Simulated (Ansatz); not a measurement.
Consider the substitution at a C–C bond: `BN(CC)[SiH2]Cl` + `N=C=C=O` → `CN=C=C=O` + `BN(C)[SiH2]Cl`.

Gas-phase electronic energies from Ansatz, PBE0-D4/def2-TZVP geometries. CCSD(T)/CBS is the MP2 limit (def2-TZVPP, def2-QZVPP) plus CCSD(T) − MP2 in def2-TZVPP, frozen cores. Functionals use def2-TZVPP. B3LYP here is the variant with VWN-RPA as its local correlation; programs differ in this. One conformer a species, not always the lowest.

```tsv
level	ΔE (kcal/mol)	difference from CCSD(T)/CBS
PBE-D4	2.6	-2.4
r2SCAN-D4	3.0	-2.0
ωB97M-V	4.6	-0.4
PBE	1.8	-3.2
r2SCAN	2.7	-2.3
PBE0	2.6	-2.4
B3LYP	1.8	-3.2
HF/def2-TZVPP	3.0	-2.0
MP2/def2-TZVPP	4.4	-0.6
SCS-MP2/def2-TZVPP	4.3	-0.7
CCSD/def2-TZVPP	5.1	0.1
CCSD(T)/def2-TZVPP	5.1	0.1
HF/def2-QZVPP	2.9	-2.1
SCS-MP2/def2-QZVPP	4.2	-0.8
HF/CBS(def2)	2.9	-2.1
CCSD/CBS(def2)	5.0	0.0
CCSD(T)/CBS	5.0	0
```

Largest T1 diagnostic among the species: 0.019.

The D4 term adds +1.3 kcal/mol with B3LYP and +0.8 kcal/mol with PBE0; it sums over pairs of atoms, weighted by their polarisabilities, and B3LYP, whose exchange is more repulsive, gets the larger term. From PBE to PBE0 (25 % exact exchange), in def2-TZVPP and without D4, ΔE moves by +0.8 kcal/mol. In def2-TZVPP, CCSD(T) changes the Hartree–Fock value by +2.1 kcal/mol (the triples alone add −0.0 kcal/mol) and MP2 by +1.4 kcal/mol.
